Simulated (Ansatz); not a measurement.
Ansatz (an electronic-structure program) input (HF/3-21G): The .json file is the Basis Set Exchange's 3-21G.

Ansatz 0.2 input:
```yaml
crystal:
  periodic: [false, false, false]
  atoms:
    - {symbol: N, position_ang: [-2.22514568, 1.02104700, -0.17913753]}
    - {symbol: Si, position_ang: [-1.18844089, -0.29324127, -0.23043933]}
    - {symbol: N, position_ang: [0.34473738, 0.09046772, 0.61321127]}
    - {symbol: Si, position_ang: [1.95659288, -0.15190345, 0.04726781]}
    - {symbol: H, position_ang: [-3.20611807, 0.92428853, -0.41799014]}
    - {symbol: H, position_ang: [-0.56532432, -0.80696586, -1.54332822]}
    - {symbol: H, position_ang: [-1.66828410, -1.63837546, 0.35350051]}
    - {symbol: H, position_ang: [0.22361165, 0.65819685, 1.43374850]}
    - {symbol: H, position_ang: [2.33210869, -1.58168764, -0.20584347]}
    - {symbol: H, position_ang: [2.92710706, 0.31607596, 1.10221093]}
    - {symbol: H, position_ang: [2.36562912, 0.57989044, -1.19641307]}
basis:
  gaussian:
    orbitals: 3-21G.json
hamiltonian:
  xc: {name: HF}
total_charge: -1
phonons: {temperatures: {t_min: 298.15, t_max: 298.15, t_step: 100}}
```

Output:

```
Functional definition: HF
integrals: 0.01 GiB planned
738 factors; integrals over basis functions are off by at most 3.0e-4 eV
mean field: 0.12 GiB planned
mean field evaluation 1: about -18695.5515 eV, gradient 3.1e1 eV
mean field evaluation 2: about -18695.5570 eV, gradient 3.1e1 eV
mean field evaluation 4: about -18698.0308 eV, gradient 2.7e0 eV
mean field evaluation 8: about -18698.0563 eV, gradient 4.9e-2 eV
mean field -18698.05637289 eV, -687.1408977060 hartree, gradient 6.4e-5 eV, S^2 0.000000; 0 other end points of the search recorded, 0 dependent functions left out
the calculation of the forces begins
reference -18698.05637289 eV, -687.1408977060 hartree; 25, 25 occupied and 33, 33 virtual orbitals, 738 factors
these checks for a lower state are left out or cut short: stability, starts, cluster_reference, orbital_swaps, neighbouring_geometries, increment
integrals: 0.01 GiB planned
738 factors; integrals over basis functions are off by at most 3.0e-4 eV
mean field: 0.12 GiB planned
mean field evaluation 16: about -18698.0562 eV, gradient 2.4e-6 eV
mean field -18698.05618104 eV, -687.1408906554 hartree, gradient 2.4e-6 eV, S^2 0.000000; 0 other end points of the search recorded, 0 dependent functions left out
the calculation of the forces begins
reference -18698.05618104 eV, -687.1408906554 hartree; 25, 25 occupied and 33, 33 virtual orbitals, 738 factors
these checks for a lower state are left out or cut short: stability, starts, cluster_reference, orbital_swaps, neighbouring_geometries, increment
integrals: 0.01 GiB planned
738 factors; integrals over basis functions are off by at most 3.0e-4 eV
mean field: 0.12 GiB planned
mean field -18698.05618079 eV, -687.1408906462 hartree, gradient 2.4e-6 eV, S^2 0.000000; 0 other end points of the search recorded, 0 dependent functions left out
the calculation of the forces begins
reference -18698.05618079 eV, -687.1408906462 hartree; 25, 25 occupied and 33, 33 virtual orbitals, 738 factors
these checks for a lower state are left out or cut short: stability, starts, cluster_reference, orbital_swaps, neighbouring_geometries, increment
integrals: 0.01 GiB planned
738 factors; integrals over basis functions are off by at most 3.0e-4 eV
mean field: 0.12 GiB planned
mean field -18698.05631282 eV, -687.1408954984 hartree, gradient 2.4e-6 eV, S^2 0.000000; 0 other end points of the search recorded, 0 dependent functions left out
the calculation of the forces begins
reference -18698.05631282 eV, -687.1408954984 hartree; 25, 25 occupied and 33, 33 virtual orbitals, 738 factors
these checks for a lower state are left out or cut short: stability, starts, cluster_reference, orbital_swaps, neighbouring_geometries, increment
integrals: 0.01 GiB planned
738 factors; integrals over basis functions are off by at most 3.0e-4 eV
mean field: 0.12 GiB planned
mean field evaluation 32: about -18698.0480 eV, gradient 1.5e-1 eV
mean field -18698.05630979 eV, -687.1408953871 hartree, gradient 2.4e-6 eV, S^2 0.000000; 0 other end points of the search recorded, 0 dependent functions left out
the calculation of the forces begins
reference -18698.05630979 eV, -687.1408953871 hartree; 25, 25 occupied and 33, 33 virtual orbitals, 738 factors
these checks for a lower state are left out or cut short: stability, starts, cluster_reference, orbital_swaps, neighbouring_geometries, increment
integrals: 0.01 GiB planned
738 factors; integrals over basis functions are off by at most 3.0e-4 eV
mean field: 0.12 GiB planned
mean field -18698.05635871 eV, -687.1408971849 hartree, gradient 2.4e-6 eV, S^2 0.000000; 0 other end points of the search recorded, 0 dependent functions left out
the calculation of the forces begins
reference -18698.05635871 eV, -687.1408971849 hartree; 25, 25 occupied and 33, 33 virtual orbitals, 738 factors
these checks for a lower state are left out or cut short: stability, starts, cluster_reference, orbital_swaps, neighbouring_geometries, increment
integrals: 0.01 GiB planned
738 factors; integrals over basis functions are off by at most 3.0e-4 eV
mean field: 0.12 GiB planned
mean field -18698.05635859 eV, -687.1408971804 hartree, gradient 2.4e-6 eV, S^2 0.000000; 0 other end points of the search recorded, 0 dependent functions left out
the calculation of the forces begins
reference -18698.05635859 eV, -687.1408971804 hartree; 25, 25 occupied and 33, 33 virtual orbitals, 738 factors
these checks for a lower state are left out or cut short: stability, starts, cluster_reference, orbital_swaps, neighbouring_geometries, increment
integrals: 0.01 GiB planned
738 factors; integrals over basis functions are off by at most 3.0e-4 eV
mean field: 0.12 GiB planned
mean field -18698.05622410 eV, -687.1408922379 hartree, gradient 2.4e-6 eV, S^2 0.000000; 0 other end points of the search recorded, 0 dependent functions left out
[...]
these checks for a lower state are left out or cut short: stability, starts, cluster_reference, orbital_swaps, neighbouring_geometries, increment
integrals: 0.01 GiB planned
738 factors; integrals over basis functions are off by at most 3.0e-4 eV
mean field: 0.12 GiB planned
mean field -18698.05634667 eV, -687.1408967424 hartree, gradient 1.2e-6 eV, S^2 0.000000; 0 other end points of the search recorded, 0 dependent functions left out
the calculation of the forces begins
reference -18698.05634667 eV, -687.1408967424 hartree; 25, 25 occupied and 33, 33 virtual orbitals, 738 factors
these checks for a lower state are left out or cut short: stability, starts, cluster_reference, orbital_swaps, neighbouring_geometries, increment
integrals: 0.01 GiB planned
738 factors; integrals over basis functions are off by at most 3.0e-4 eV
mean field: 0.12 GiB planned
mean field -18698.05634582 eV, -687.1408967111 hartree, gradient 1.5e-6 eV, S^2 0.000000; 0 other end points of the search recorded, 0 dependent functions left out
the calculation of the forces begins
reference -18698.05634582 eV, -687.1408967111 hartree; 25, 25 occupied and 33, 33 virtual orbitals, 738 factors
these checks for a lower state are left out or cut short: stability, starts, cluster_reference, orbital_swaps, neighbouring_geometries, increment
integrals: 0.01 GiB planned
738 factors; integrals over basis functions are off by at most 3.0e-4 eV
mean field: 0.12 GiB planned
mean field evaluation 384: about -18698.0481 eV, gradient 5.8e-2 eV
mean field -18698.05636164 eV, -687.1408972926 hartree, gradient 9.4e-7 eV, S^2 0.000000; 0 other end points of the search recorded, 0 dependent functions left out
the calculation of the forces begins
reference -18698.05636164 eV, -687.1408972926 hartree; 25, 25 occupied and 33, 33 virtual orbitals, 738 factors
these checks for a lower state are left out or cut short: stability, starts, cluster_reference, orbital_swaps, neighbouring_geometries, increment
integrals: 0.01 GiB planned
738 factors; integrals over basis functions are off by at most 3.0e-4 eV
mean field: 0.12 GiB planned
mean field -18698.05636082 eV, -687.1408972624 hartree, gradient 6.7e-7 eV, S^2 0.000000; 0 other end points of the search recorded, 0 dependent functions left out
the calculation of the forces begins
reference -18698.05636082 eV, -687.1408972624 hartree; 25, 25 occupied and 33, 33 virtual orbitals, 738 factors
these checks for a lower state are left out or cut short: stability, starts, cluster_reference, orbital_swaps, neighbouring_geometries, increment
integrals: 0.01 GiB planned
738 factors; integrals over basis functions are off by at most 3.0e-4 eV
mean field: 0.12 GiB planned
mean field -18698.05634350 eV, -687.1408966260 hartree, gradient 1.5e-6 eV, S^2 0.000000; 0 other end points of the search recorded, 0 dependent functions left out
the calculation of the forces begins
reference -18698.05634350 eV, -687.1408966260 hartree; 25, 25 occupied and 33, 33 virtual orbitals, 738 factors
these checks for a lower state are left out or cut short: stability, starts, cluster_reference, orbital_swaps, neighbouring_geometries, increment
integrals: 0.01 GiB planned
738 factors; integrals over basis functions are off by at most 3.0e-4 eV
mean field: 0.12 GiB planned
mean field -18698.05634160 eV, -687.1408965561 hartree, gradient 1.7e-6 eV, S^2 0.000000; 0 other end points of the search recorded, 0 dependent functions left out
the calculation of the forces begins
reference -18698.05634160 eV, -687.1408965561 hartree; 25, 25 occupied and 33, 33 virtual orbitals, 738 factors
these checks for a lower state are left out or cut short: stability, starts, cluster_reference, orbital_swaps, neighbouring_geometries, increment
integrals: 0.01 GiB planned
738 factors; integrals over basis functions are off by at most 3.0e-4 eV
mean field: 0.12 GiB planned
mean field -18698.05636110 eV, -687.1408972728 hartree, gradient 1.4e-6 eV, S^2 0.000000; 0 other end points of the search recorded, 0 dependent functions left out
the calculation of the forces begins
reference -18698.05636110 eV, -687.1408972728 hartree; 25, 25 occupied and 33, 33 virtual orbitals, 738 factors
these checks for a lower state are left out or cut short: stability, starts, cluster_reference, orbital_swaps, neighbouring_geometries, increment
integrals: 0.01 GiB planned
738 factors; integrals over basis functions are off by at most 3.0e-4 eV
mean field: 0.12 GiB planned
mean field evaluation 416: about -18698.0564 eV, gradient 3.8e-6 eV
mean field -18698.05636070 eV, -687.1408972579 hartree, gradient 9.4e-7 eV, S^2 0.000000; 0 other end points of the search recorded, 0 dependent functions left out
the calculation of the forces begins
reference -18698.05636070 eV, -687.1408972579 hartree; 25, 25 occupied and 33, 33 virtual orbitals, 738 factors
these checks for a lower state are left out or cut short: stability, starts, cluster_reference, orbital_swaps, neighbouring_geometries, increment
integrals: 0.01 GiB planned
738 factors; integrals over basis functions are off by at most 3.0e-4 eV
mean field: 0.12 GiB planned
mean field -18698.05635320 eV, -687.1408969821 hartree, gradient 1.7e-6 eV, S^2 0.000000; 0 other end points of the search recorded, 0 dependent functions left out
the calculation of the forces begins
reference -18698.05635320 eV, -687.1408969821 hartree; 25, 25 occupied and 33, 33 virtual orbitals, 738 factors
these checks for a lower state are left out or cut short: stability, starts, cluster_reference, orbital_swaps, neighbouring_geometries, increment
integrals: 0.01 GiB planned
738 factors; integrals over basis functions are off by at most 3.0e-4 eV
mean field: 0.12 GiB planned
mean field -18698.05635351 eV, -687.1408969938 hartree, gradient 1.8e-6 eV, S^2 0.000000; 0 other end points of the search recorded, 0 dependent functions left out
the calculation of the forces begins
reference -18698.05635351 eV, -687.1408969938 hartree; 25, 25 occupied and 33, 33 virtual orbitals, 738 factors
these checks for a lower state are left out or cut short: stability, starts, cluster_reference, orbital_swaps, neighbouring_geometries, increment
integrals: 0.01 GiB planned
738 factors; integrals over basis functions are off by at most 3.0e-4 eV
mean field: 0.12 GiB planned
mean field -18698.05633303 eV, -687.1408962412 hartree, gradient 2.8e-6 eV, S^2 0.000000; 0 other end points of the search recorded, 0 dependent functions left out
the calculation of the forces begins
reference -18698.05633303 eV, -687.1408962412 hartree; 25, 25 occupied and 33, 33 virtual orbitals, 738 factors
these checks for a lower state are left out or cut short: stability, starts, cluster_reference, orbital_swaps, neighbouring_geometries, increment
integrals: 0.01 GiB planned
738 factors; integrals over basis functions are off by at most 3.0e-4 eV
mean field: 0.12 GiB planned
mean field -18698.05633292 eV, -687.1408962369 hartree, gradient 2.4e-6 eV, S^2 0.000000; 0 other end points of the search recorded, 0 dependent functions left out
the calculation of the forces begins
reference -18698.05633292 eV, -687.1408962369 hartree; 25, 25 occupied and 33, 33 virtual orbitals, 738 factors
Total energy: -18698.05637289 eV, -687.1408977060 hartree
Atom 0 at    -2.225146     1.021047    -0.179138 Å, force    -0.000188     0.000557     0.000051 eV/Å
Atom 1 at    -1.188441    -0.293241    -0.230439 Å, force     0.001171    -0.000333     0.000133 eV/Å
Atom 2 at     0.344737     0.090468     0.613211 Å, force    -0.001257    -0.000446    -0.000318 eV/Å
Atom 3 at     1.956593    -0.151903     0.047268 Å, force     0.000714    -0.000744    -0.000998 eV/Å
Atom 4 at    -3.206118     0.924289    -0.417990 Å, force    -0.000454     0.000096    -0.000016 eV/Å
Atom 5 at    -0.565324    -0.806966    -1.543328 Å, force    -0.000087    -0.000154     0.000040 eV/Å
Atom 6 at    -1.668284    -1.638375     0.353501 Å, force     0.000005    -0.000069    -0.000074 eV/Å
Atom 7 at     0.223612     0.658197     1.433749 Å, force    -0.000210     0.000644     0.000800 eV/Å
Atom 8 at     2.332109    -1.581688    -0.205843 Å, force     0.000070     0.000346    -0.000043 eV/Å
Atom 9 at     2.927107     0.316076     1.102211 Å, force     0.000152     0.000168     0.000361 eV/Å
Atom 10 at     2.365629     0.579890    -1.196413 Å, force     0.000084    -0.000065     0.000065 eV/Å
Dipole moment:     0.907657    -0.254166     0.254027 e Å
Vibrations: 70.07 129.09 196.94 235.72 315.60 533.79 655.55 682.36 714.84 789.02 809.42 865.04 1016.27 1018.77 1042.18 1064.04 1080.80 1127.19 1181.98 1349.58 1897.75 2015.23 2156.44 2177.38 2231.82 3566.33 3738.32 cm⁻¹, zero-point energy 2.024756 eV
```

The blocks after the first are displaced geometries, from whose forces the wavenumbers follow.

The dipole moment of an ion depends on the origin.
